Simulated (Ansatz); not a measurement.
`BO[SiH](N)[SiH3]` and `N[SiH]([SiH3])[SnH3]` differ in one atom or group.

Ansatz, PBE0-D4/def2-TZVP geometries, multiplicity 1. Each molecule was computed in one conformer, which needn't be the lowest.

Elements past krypton have def2 core potentials.

```tsv
property	`BO[SiH](N)[SiH3]`
HOMO–LUMO gap (B3LYP/def2-TZVPP) / eV	6.75
size of the dipole moment (ωB97M-V/def2-TZVPP) / D	1.71
LUMO energy (ωB97M-V/def2-TZVPP) / eV	1.31
HOMO energy (PBE0/def2-TZVPP) / eV	-7.75
size of the dipole moment (PBE/def2-TZVPP) / D	1.85
LUMO energy (B3LYP/def2-TZVPP) / eV	-0.79
```

(1) What does the change do to each property? (Best estimate.)

Answers

(1) Computed: 
```json
{"property": "HOMO–LUMO gap (B3LYP/def2-TZVPP) / eV", "`N[SiH]([SiH3])[SnH3]`": "5.94", "shift": "-0.81"}
{"property": "size of the dipole moment (ωB97M-V/def2-TZVPP) / D", "`N[SiH]([SiH3])[SnH3]`": "1.64", "shift": "-0.07"}
{"property": "LUMO energy (ωB97M-V/def2-TZVPP) / eV", "`N[SiH]([SiH3])[SnH3]`": "1.05", "shift": "-0.26"}
{"property": "HOMO energy (PBE0/def2-TZVPP) / eV", "`N[SiH]([SiH3])[SnH3]`": "-6.88", "shift": "0.87"}
{"property": "size of the dipole moment (PBE/def2-TZVPP) / D", "`N[SiH]([SiH3])[SnH3]`": "1.66", "shift": "-0.19"}
{"property": "LUMO energy (B3LYP/def2-TZVPP) / eV", "`N[SiH]([SiH3])[SnH3]`": "-0.75", "shift": "0.04"}
```

Dipoles are sizes alone; their direction can turn.

B3LYP here is the variant with VWN-RPA as its local correlation; programs differ in this.
